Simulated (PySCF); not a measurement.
**Structure from 2D NMR**

Compound of formula C$_{3}$H$_{3}$F$_{5}$O. Correlations simulated from computed shifts and couplings:

HSQC (one-bond C–H):
| δH | δC | 1J(C,H) (Hz) |
| --- | --- | --- |
| 3.56 | 47.9 | 153 |

HMBC (two and three bonds, |J| ≥ 2.5 Hz):
| δH | δC [abs. J in Hz] |
| --- | --- |
| 3.56 | 108.2 [4.4] |

Carbons without hydrogens: δ 109.2, 108.2.

Fast rotation and ring inversion assumed for equivalent nuclei, non-relativistic Hamiltonian, in vacuum, a single conformation. Geometry: PBE0-D3(BJ)/def2-SVP; shielding tensors at HF/pcSseg-2 (GIAO); J couplings at B3LYP/pcJ-1 (spin–dipole term only in couplings to heteroatoms); PySCF 2.14.0 with density-fitted response routines.

Shifts are taken against calculated references (same method and geometry level): 1H, 13C against TMS.

Exchangeable hydrogens are left out of these lists, and C,H couplings along chains are those of one rotamer, so weak HMBC peaks may be missing or extra.

Work out the connectivity.

## Answers

`FC(C(OC)(F)F)(F)F`.

Numbering as in the mapped SMILES `[CH3:1][O:2][C:3]([F:4])([F:5])[C:6]([F:7])([F:8])[F:9]`; H(Xn) means a hydrogen on atom n.

- δC 109.2 is C6, a CF3 carbon.
- δC 108.2 is C3, a fully substituted sp3 carbon bonded to 2 F and O.
- δC 47.9 is C1, a methyl carbon bonded to O (δH 3.56).
- HMBC from δH 3.56 reaches the proton-free carbon C3.

The data come from this structure; uniqueness wasn't tested.

Common functionals overestimate the size of one-bond C–F couplings by tens of Hz; these are unscaled. Shifts are as computed, not scaled to solution data. Of 1211 compounds with measured shifts, 218 miss one by over three times the rms of a fit or turn the order of signals round; such compounds aren't used in these exercises.
